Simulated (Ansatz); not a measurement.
Cl2H7NSi3 (`[SiH3]N([SiH2]Cl)[SiH2]Cl`). The species carries charge 0 and has multiplicity 1. The structure was optimised at the PBE0-D4/def2-TZVP level. It is one conformer, not always the lowest.

```xyz
13

Si    0.553    0.065   -1.645
N    -0.010    0.004    0.009
Si   -1.408    0.852    0.566
Cl   -2.170    1.853   -1.067
Si    0.945   -0.977    1.058
Cl    0.089   -0.885    2.929
H    -0.438   -0.492   -2.595
H     0.941    1.435   -2.054
H     1.766   -0.803   -1.647
H    -1.080    1.873    1.583
H    -2.467   -0.060    1.045
H     2.331   -0.471    1.179
H     0.948   -2.396    0.639
```

(1) What is the dipole moment at B3LYP/def2-TZVPP? (An estimate is asked.)

(2) And with PBE, r2SCAN, ωB97M-V? (An estimate is asked.)

(3) Give the Mulliken charges with B3LYP, r2SCAN, ωB97M-V in def2-TZVPP. (Estimate.)

Results:

(1) Computed: 1.09 D, with components (0.88, -0.54, -0.34) D in this frame, pointing from negative to positive charge.

(2) Ansatz gave: PBE 1.00 D, r2SCAN 1.06 D, ωB97M-V 1.07 D.

(3) Computed: 
```
atom  B3LYP  r2SCAN  ωB97M-V
 Si1   0.28    0.32     0.16
  N2  -0.31   -0.40    -0.36
 Si3   0.44    0.48     0.32
 Cl4  -0.25   -0.25    -0.21
 Si5   0.44    0.49     0.34
 Cl6  -0.25   -0.24    -0.21
  H7  -0.04   -0.05     0.00
  H8  -0.04   -0.05     0.00
  H9  -0.07   -0.07    -0.02
 H10  -0.05   -0.06     0.00
 H11  -0.05   -0.06     0.00
 H12  -0.05   -0.06    -0.01
 H13  -0.05   -0.06    -0.01
```

B3LYP here is the variant with VWN-RPA as its local correlation; programs differ in this.
